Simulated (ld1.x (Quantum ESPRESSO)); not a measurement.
# u(r) = r·R(r): atom against pseudo-atom (Ho)

Columns: radius, all-electron u(r) and pseudo u(r) of the 5s shell (level -50.08 eV) of holmium in the configuration [Kr] 4d10 4f11 5s2 5p6 5d0.5 6s1.5 6p0; LDA (PZ), scalar-relativistic, PAW scheme, ld1.x (Quantum ESPRESSO) 7.5.

```csv
r (bohr),all-electron,pseudo
0.220,0.2343,0.3636
0.440,-0.5422,0.6775
0.660,0.1779,0.9025
0.880,0.8316,1.0168
1.100,1.0419,1.0202
1.320,0.9771,0.9321
1.540,0.8060,0.7851
1.760,0.6201,0.6164
1.980,0.4573,0.4577
2.200,0.3282,0.3283
2.420,0.2312,0.2312
2.640,0.1607,0.1607
2.860,0.1107,0.1107
3.080,0.0756,0.0756
3.300,0.0514,0.0514
3.520,0.0348,0.0348
3.740,0.0235,0.0235
3.960,0.0158,0.0158
4.180,0.0106,0.0106
4.400,0.0071,0.0071
4.620,0.0047,0.0047
4.840,0.0032,0.0032
5.060,0.0021,0.0021
5.280,0.0014,0.0014
5.500,0.0009,0.0009
5.720,0.0006,0.0006
```

Q: How many radial nodes do the two functions have?

A: The all-electron 5s function has n − l − 1 = 4 (the table is too coarse to show those close to the nucleus); the pseudo-wave has 0, since the states of the same l below it are removed with the core.

Q: At about which radius was the pseudo-wave matched?

A: 2.25 bohr. The columns agree to 0.0005 from 1.98 bohr on; several derivatives are matched, so the curves merge somewhat inside the radius.

Q: Is the pseudo-wave norm-conserving?

A: No, it belongs to a PAW set: the norm inside the radius is not constrained, and the difference is carried by the augmentation charge.
